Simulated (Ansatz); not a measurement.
```yaml
crystal:
  periodic: [false, false, false]
  atoms:
    - {symbol: O, position_ang: [-2.139843, 0.412248, -2.364621]}
    - {symbol: C, position_ang: [-0.261462, 1.529735, -0.098705]}
    - {symbol: Ga, position_ang: [1.476347, -2.218446, 1.375838]}
    - {symbol: H, position_ang: [-3.157643, 2.016611, -3.288911]}
    - {symbol: H, position_ang: [-1.521700, 2.701122, 1.591088]}
    - {symbol: H, position_ang: [1.393501, 3.039099, -0.992435]}
    - {symbol: H, position_ang: [-0.129797, -3.996903, 3.868273]}
    - {symbol: H, position_ang: [4.340597, -3.483467, -0.090527]}
basis:
  gaussian: {orbitals: def2-TZVPD, nuclear_model: gaussian, point_charges: [{charge: 1.00, position_ang: [6.598, 0.826, -0.516]}]}
hamiltonian: {xc: {name: wB97M-V}}
accuracy: high
```

```sh
$ ansatz run in.yaml --threads 2 --pin off --events-out ev --progress --plain --max-ram 4352MiB
```

Output, abridged:

```
Functional definition: wB97M-V
2857 factors; integrals over basis functions are off by at most 2.2e-8 eV
788 factors; integrals over basis functions are off by at most 1.8e-9 eV
mean field evaluation 1: about -55481.9960 eV, gradient 8.4e1 eV
mean field evaluation 2: about -55199.2372 eV, gradient 2.1e2 eV
mean field evaluation 4: about -55496.3524 eV, gradient 3.3e1 eV
mean field evaluation 8: about -55496.3521 eV, gradient 3.3e1 eV
mean field evaluation 16: about -55508.4971 eV, gradient 5.5e-3 eV
mean field -55508.49709093 eV, -2039.8996430811 hartree, gradient 9.9e-8 eV, S^2 0.000000; 4 other end points of the search recorded, 0 dependent functions left out
reference -55508.49710002 eV, -2039.8996434150 hartree; 25, 25 occupied and 151, 151 virtual orbitals, 2857 factors
Total energy: -55508.49710002 eV, -2039.8996434150 hartree
```

(1) Something in this input is off. What?

Results:

(1) The geometry is stretched to more than twice its size. The calculation finished and met its thresholds. The result belongs to that input, not to the molecule as meant.
